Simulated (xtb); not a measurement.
xtb input (GFN1-xTB):

```bash
xtb mol.xyz --gfn 1 --sp --chrg 1 --uhf 0
```
mol.xyz:
```
2

Sn    -0.00000000    -0.00000000    -1.34613094
I      0.00000000     0.00000000     1.26993485
```

End of the output:

```
         :::::::::::::::::::::::::::::::::::::::::::::::::::::
         ::                     SUMMARY                     ::
         :::::::::::::::::::::::::::::::::::::::::::::::::::::
         :: total energy              -6.013832524360 Eh    ::
         :: gradient norm              0.020710490379 Eh/a0 ::
         :: HOMO-LUMO gap              3.711052791202 eV    ::
         ::.................................................::
         :: SCC energy                -6.025788894246 Eh    ::
         :: -> electrostatic           0.128663912653 Eh    ::
         :: repulsion energy           0.012497268926 Eh    ::
         :: dispersion energy         -0.000540899040 Eh    ::
         :: halogen bond corr.         0.000000000000 Eh    ::
         :: add. restraining           0.000000000000 Eh    ::
         :: total charge               1.000000000000 e     ::
         :::::::::::::::::::::::::::::::::::::::::::::::::::::

           -------------------------------------------------
          |                Property Printout                |
           -------------------------------------------------

    * Orbital Energies and Occupations

         #    Occupation            Energy/Eh            Energy/eV
      -------------------------------------------------------------
         1        2.0000           -1.2107836             -32.9471
         2        2.0000           -1.1088044             -30.1721
         3        2.0000           -0.6762533             -18.4018
         4        2.0000           -0.6673160             -18.1586
         5        2.0000           -0.6673160             -18.1586 (HOMO)
         6                         -0.5309373             -14.4475 (LUMO)
         7                         -0.5309373             -14.4475
         8                         -0.4492242             -12.2240
         9                         -0.3672422              -9.9932
        10                         -0.3672422              -9.9932
        11                         -0.3355941              -9.1320
        12                         -0.3355941              -9.1320
        13                         -0.2875546              -7.8248
        14                         -0.2875546              -7.8248
        15                         -0.2515924              -6.8462
        16                         -0.1244808              -3.3873
       ...                                ...                  ...
        18                          0.4835666              13.1585
      -------------------------------------------------------------
                  HL-Gap            0.1363787 Eh            3.7111 eV
             Fermi-level           -0.5991266 Eh          -16.3031 eV

  Mulliken/CM5 charges         n(s)   n(p)   n(d)
Note: The following floating-point exceptions are signalling: IEEE_DENORMAL
normal termination of xtb
     1Sn    0.83765  0.81295   2.012  0.984  0.167
     2I     0.16235  0.18705   2.009  4.856 -0.027

Wiberg/Mayer (AO) data.
largest (>0.10) Wiberg bond orders for each atom

 ---------------------------------------------------------------------------
     #   Z sym  total        # sym  WBO       # sym  WBO       # sym  WBO
 ---------------------------------------------------------------------------
     1  50 Sn   1.724 --     2 I    1.724
     2  53 I    1.724 --     1 Sn   1.724
 ---------------------------------------------------------------------------

Topologies differ in total number of bonds
Writing topology from bond orders to xtbtopo.mol

 dipole moment from electron density (au)
     X       Y       Z
   0.0000  -0.0000  -3.0768  total (Debye):    7.820

           -------------------------------------------------
          | TOTAL ENERGY               -6.013832524360 Eh   |
          | GRADIENT NORM               0.020710490379 Eh/α |
          | HOMO-LUMO GAP               3.711052791202 eV   |
           -------------------------------------------------

------------------------------------------------------------------------
------------------------------------------------------------------------
 total:
 SCF:
```
